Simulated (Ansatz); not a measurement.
Basis-set series for `[SiH2]O[SiH2]Cl` radical. Total charge 0; spin multiplicity 2. The structure was optimised at the PBE0-D4/def2-TZVP level. It is one conformer, not always the lowest.

```csv
functional,basis,functions,energy (Eh),HOMO (eV),LUMO (eV)
PBE0-D4,def2-SVP,88,-1116.02305,-6.14,-2.30
PBE0-D4,def2-TZVPP,213,-1116.49147,-6.20,-2.33
ωB97M-V,def2-SVP,88,-1116.40190,-7.90,-0.62
ωB97M-V,def2-TZVPP,213,-1116.87112,-7.97,-0.73
```

Task: Give the rows for def2-QZVPP. (Estimate.)

Result: The calculation gave: 
```csv
functional,basis,functions,energy (Eh),HOMO (eV),LUMO (eV)
PBE0-D4,def2-QZVPP,387,-1116.53004,-6.21,-2.36
ωB97M-V,def2-QZVPP,387,-1116.90727,-8.00,-0.81
```

HOMO and LUMO are taken over both spins.

Computed with Ansatz.
